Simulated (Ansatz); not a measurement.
Input for Ansatz (a quantum-chemistry and plane-wave program): R-CCSD(T)/cc-pV(D+d)Z on CH4O2Si (SMILES CO[Si]O), a point of a torsion scan. Files ending in .json are basis or fitting sets from the Basis Set Exchange.

Ansatz 0.2 input:
```yaml
crystal:
  periodic: [false, false, false]
  atoms:
    - {symbol: C, position_ang: [-1.07701473, 0.13178076, 0.31753684]}
    - {symbol: O, position_ang: [-0.25750096, -0.91152420, -0.09984453]}
    - {symbol: Si, position_ang: [1.29725125, -1.39028404, -0.16580034]}
    - {symbol: O, position_ang: [2.12960093, -0.30310977, -1.03520183]}
    - {symbol: H, position_ang: [-1.97339392, -0.29092713, 0.77850462]}
    - {symbol: H, position_ang: [-0.56595861, 0.76302062, 1.05091016]}
    - {symbol: H, position_ang: [-1.37686874, 0.75291447, -0.53351789]}
    - {symbol: H, position_ang: [1.82261085, 0.52482942, -1.41244967]}
basis:
  gaussian:
    orbitals: cc-pV_D+d_Z.json
magnetization: {spin_polarized: false}
correlation: {method: ccsd_t, electrons: outside_noble_gas}
scf: {lower_state_search: off}
```

It printed:

```
WARN ansatz: RAYON_NUM_THREADS=1 ignored (pool sized by the plan → 1); use --threads N
Functional definition: HF
these checks for a lower state are left out or cut short: stability, starts, cluster_reference, orbital_swaps, neighbouring_geometries, increment
integrals: 0.08 GiB planned
816 factors; integrals over basis functions are off by at most 9.3e-4 eV
mean field: 0.20 GiB planned
mean field evaluation 1: about -13028.2831 eV, gradient 4.1e1 eV
mean field evaluation 2: about -13028.3724 eV, gradient 4.1e1 eV
mean field evaluation 4: about -13031.6506 eV, gradient 2.8e0 eV
mean field evaluation 8: about -13031.6888 eV, gradient 1.7e-1 eV
mean field -13031.68892602 eV, -478.9057348353 hartree, gradient 7.4e-6 eV, S^2 0.000000; 0 other end points of the search recorded, 0 dependent functions left out
8 core orbitals not correlated
reference -13031.68892602 eV, -478.9057348353 hartree; 12, 12 occupied and 65, 65 virtual orbitals, 816 factors
second order -16.14579089 eV of doubles, -0.00000000 eV of singles
coupled cluster: 0.24 GiB planned
cycle   1  -16.51708412 eV  change   -3.7e-1 eV  update   1.1e-1
cycle   2  -16.97624920 eV  change   -4.6e-1 eV  update   3.3e-2
cycle   3  -17.10608039 eV  change   -1.3e-1 eV  update   1.9e-2
cycle   4  -17.09424643 eV  change    1.2e-2 eV  update   4.3e-3
cycle   5  -17.09288624 eV  change    1.4e-3 eV  update   1.8e-3
cycle   6  -17.09334669 eV  change   -4.6e-4 eV  update   5.9e-4
cycle   7  -17.09298702 eV  change    3.6e-4 eV  update   2.3e-4
cycle   8  -17.09293527 eV  change    5.2e-5 eV  update   7.9e-5
cycle   9  -17.09297832 eV  change   -4.3e-5 eV  update   3.2e-5
cycle  10  -17.09297269 eV  change    5.6e-6 eV  update   1.2e-5
perturbative correction -0.43743624 eV, -0.0160754852 hartree
Total energy: -13049.21933495 eV, -479.5499654808 hartree
Checks for a lower state left out: stability, starts, cluster_reference, orbital_swaps, neighbouring_geometries, increment
```

Self-consistency was reached.

Cost: very roughly 5 core-seconds.
